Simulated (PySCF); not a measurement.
**Correlation energy of Ar⁺ (argon, charge +1)**

[Ne] 3s2 3p5, 2P determinant. All numbers are calculated (PySCF 2.14, the non-relativistic Hamiltonian (point nucleus), in cc-pV(D+d)Z (4s3p2d, 23 functions)). Frozen: [Ne]; 7 electrons correlated.

MP2 pair energies summed by pair of shells (mhartree):

```tsv
pair	energy	share (%)
3p-3p	-79.80	68.4
3s-3p	-30.06	25.7
3s-3s	-6.88	5.9
```

Total MP2 correlation energy: -116.74 mhartree.

Same-spin part -29.56 and opposite-spin part -87.18 mhartree; SCS-MP2 scales them by 1/3 and 6/5 to -114.47 mhartree.

```
  level  correlation energy (mhartree)
   CCSD                        -136.02
    (T)                          -1.43
CCSD(T)                        -137.45
```

Diagnostics: T1 = 0.0050, D1 = 0.0183, largest double amplitude 0.053.

Cost of the coupled-cluster step: 0.21 s of wall time on 1 thread of Neoverse-N1 (shared host), for 7 correlated electrons.

Iterations:

```
CC2 = 0
CCSD nocc = (np.int64(4), np.int64(3)), nmo = (18, 18)
frozen orbitals [[0, 1, 2, 3, 4], [0, 1, 2, 3, 4]]
max_cycle = 100
direct = 0
conv_tol = 1e-08
conv_tol_normt = 1e-06
diis_space = 8
diis_start_cycle = 0
Init t2, MP2 energy = -0.116740549707111
Init E_corr(UCCSD) = -0.116740549716794
cycle = 1  E_corr(UCCSD) = -0.132043115289186  dE = -0.0153025656  norm(t1,t2) = 0.0318026
cycle = 2  E_corr(UCCSD) = -0.134828863639469  dE = -0.00278574835  norm(t1,t2) = 0.00998399
cycle = 3  E_corr(UCCSD) = -0.136045907222409  dE = -0.00121704358  norm(t1,t2) = 0.00384432
cycle = 4  E_corr(UCCSD) = -0.136018816944873  dE = 2.70902775e-05  norm(t1,t2) = 0.000329653
cycle = 5  E_corr(UCCSD) = -0.136021248701115  dE = -2.43175624e-06  norm(t1,t2) = 6.37559e-05
cycle = 6  E_corr(UCCSD) = -0.136021046162601  dE = 2.02538514e-07  norm(t1,t2) = 1.04691e-05
cycle = 7  E_corr(UCCSD) = -0.136021097318061  dE = -5.11554599e-08  norm(t1,t2) = 2.01428e-06
cycle = 8  E_corr(UCCSD) = -0.136021079292246  dE = 1.8025815e-08  norm(t1,t2) = 3.53528e-07
cycle = 9  E_corr(UCCSD) = -0.136021081510501  dE = -2.21825511e-09  norm(t1,t2) = 5.74603e-08
UCCSD converged
E(UCCSD) = -526.3967708795369  E_corr = -0.1360210815105007
UCCSD(T) correction = -0.00143302339131911
```
